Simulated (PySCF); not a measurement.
**Ionisation energy of Sn⁴⁸⁺ by level of theory**

Sn⁴⁸⁺ 1s2 (1S) → Sn⁴⁹⁺ 1s1 (2S), as a difference of total energies. All numbers are calculated (PySCF 2.14, no relativity, point nucleus, in an uncontracted even-tempered set (15 s from 98 bohr⁻², ratio 2.2; 7 p from 150 bohr⁻², ratio 2.4; 4 d from 440 bohr⁻², ratio 2.4; 3 f from 670 bohr⁻², ratio 2.4; 3 g from 1000 bohr⁻², ratio 2.4)). Correlated levels: nothing frozen; virtual orbitals above 40 to 60 times the deepest correlated orbital energy dropped. The calculations carry no spin-orbit coupling.

| method | ionisation energy (eV) |
| --- | --- |
| UHF | 33166.9 |
| LDA | 33113.5 |
| PBE | 33159.5 |
| PBE0 | 33161.6 |
| r2SCAN | 33168.2 |
| M06 | 33169.3 |
| MN15 | 33168.2 |
| MP2 (all electrons) | 33168.1 |
| SCS-MP2 (all electrons) | 33168.4 |

The gap to the reference is mostly relativistic.

For comparison: 34257.1 eV (theoretical estimate listed by NIST; NIST Atomic Spectra Database, ionization energies).
